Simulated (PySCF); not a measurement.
Compound: Ta(NH)(OSiH3)3 (singlet state).
Geometry (PBE0-D3(BJ)/def2-SVP, Å), atoms numbered from 1 in this order:
```xyz
18
H10NO3Si3Ta angstrom
Ta    -0.0164   -0.0228    0.0895
N      0.3296   -0.2340    1.8122
H      0.5328   -0.3493    2.7964
O      1.3860   -0.8479   -0.9187
Si     2.8520   -1.6271   -1.0740
H      2.9449   -2.7423   -0.0859
H      3.9623   -0.6585   -0.8334
H      2.9623   -2.1743   -2.4570
O     -0.0909    1.8512   -0.2859
Si     0.0244    3.4821    0.0365
H      0.2193    3.7023    1.5002
H     -1.2294    4.1567   -0.4089
H      1.1850    4.0476   -0.7121
O     -1.6966   -0.8570   -0.2855
Si    -3.0522   -1.7324    0.1359
H     -3.1079   -1.9050    1.6180
H     -2.9944   -3.0707   -0.5213
H     -4.2672   -1.0017   -0.3282
```

Method: TDDFT PBE0/def2-SVPD, vertical, gas phase, core orbitals frozen in the response, def2 core potentials past Kr (PySCF 2.14.0, density-fitted response routines). Spin–orbit coupling is left out.

Transition dipole moments from the ground state, in atomic units and in the frame of the coordinates above (overall signs are arbitrary), for the states with f of 0.002 or more among the lowest 9:

```json
{"state": "S2", "E (hartree)": "0.2103", "μx": "-0.165", "μy": "0.005", "μz": "-0.008"}
{"state": "S3", "E (hartree)": "0.2106", "μx": "0.016", "μy": "-0.190", "μz": "-0.005"}
{"state": "S4", "E (hartree)": "0.2175", "μx": "-0.029", "μy": "0.046", "μz": "-0.359"}
{"state": "S5", "E (hartree)": "0.2226", "μx": "-0.040", "μy": "0.332", "μz": "0.058"}
{"state": "S6", "E (hartree)": "0.2230", "μx": "-0.337", "μy": "-0.056", "μz": "0.049"}
{"state": "S8", "E (hartree)": "0.2461", "μx": "0.195", "μy": "0.036", "μz": "-0.020"}
{"state": "S9", "E (hartree)": "0.2465", "μx": "0.034", "μy": "-0.186", "μz": "-0.023"}
```

Problem. Work out the oscillator strengths.

Solution. f = (2/3) ΔE |μ|² with ΔE in hartree (27.2114 eV).

| state | \|μ\|² (au) | \|μ\| (D) | f |
| --- | --- | --- | --- |
| S2 | 0.027 | 0.42 | 0.004 |
| S3 | 0.037 | 0.49 | 0.005 |
| S4 | 0.132 | 0.92 | 0.019 |
| S5 | 0.115 | 0.86 | 0.017 |
| S6 | 0.119 | 0.88 | 0.018 |
| S8 | 0.040 | 0.51 | 0.007 |
| S9 | 0.036 | 0.48 | 0.006 |

Problem. Which bond between heavy atoms lies closest to the direction of the S4 transition dipole?

Solution. Ta1–N2, at 7° from it; next Ta1–O4 at 66°.

Problem. What angle do the transition dipoles of S4 and S6 make?

Solution. |cos θ| = |μa·μb| / (|μa| |μb|) = 0.08, so θ ≈ 85° (taken between 0 and 90°, since the signs are arbitrary).

Problem. How is the summed strength of these states shared among x, y and z?

Solution. (2/3) Σ ΔE μα² gives 0.027 for x, 0.028 for y and 0.020 for z, 0.075 in all.
